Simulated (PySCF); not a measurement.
# Electron correlation in V³⁺ (vanadium, charge +3)

Starting occupation: [Ar] 3d2, 3d3/2 with m_j = +1/2, +3/2. Calculation: PySCF 2.14, in x2c-SVPall-2c (5s5p3d1f, 42 functions); X2C-1e with screened-nucleus spin-orbit coupling, Gaussian nucleus. Frozen: [Ne]; 10 electrons correlated; the 6 highest virtual spinors left out.

MP2 pair energies summed by pair of shells (mhartree):

```tsv
pair	energy	share (%)
3p-3p	-103.03	64.1
3d-3p	-38.88	24.2
3p-3s	-9.86	6.1
3s-3s	-3.98	2.5
3d-3s	-3.12	1.9
3d-3d	-1.79	1.1
```

Total MP2 correlation energy: -160.67 mhartree.

The GHF reference relaxed away from the jj start to a determinant that is no pure jj level (⟨S²⟩ = 2.00, ⟨J²⟩ = 7.81); the energies belong to that determinant.

This basis was not built for core-valence correlation, so the inner-shell part is incomplete.
